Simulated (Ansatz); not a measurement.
Basis-set extrapolation for C6H10AlFO2 (`CC1=CC(C)=[O+][Al-]([CH3])([F])[O]1`) (PBE0-D4/def2-TZVP geometry, frozen core, the Gaussian-basis code of Ansatz). Multiplicity 1, RHF reference.

```tsv
	def2-TZVPP	def2-QZVPP
HF	-724.534177	-724.564154
MP2 correlation	-1.772035	-1.903138
CCSD(T) correlation	-1.898503	not run
```

Energies in hartree. Use E(X) = E(∞) + A·exp(−7.88·√X) for Hartree–Fock and E(X) = E(∞) + B·X^(−2.97) for correlation, with X = 3 and 4, and add CCSD(T) minus MP2 of the smaller set to the MP2 limit.

Problem. What is the CCSD(T) energy at the basis-set limit?

Solution. HF limit: -724.564154 + (-0.029977) × 0.13774 = -724.56828. MP2 limit: -1.903138 + (-0.131103) × 0.74074 = -2.00025. Higher-order term: -1.898503 − (-1.772035) = -0.12647. Total: -726.69500 hartree, 688.7 kJ/mol below CCSD(T)/def2-TZVPP.
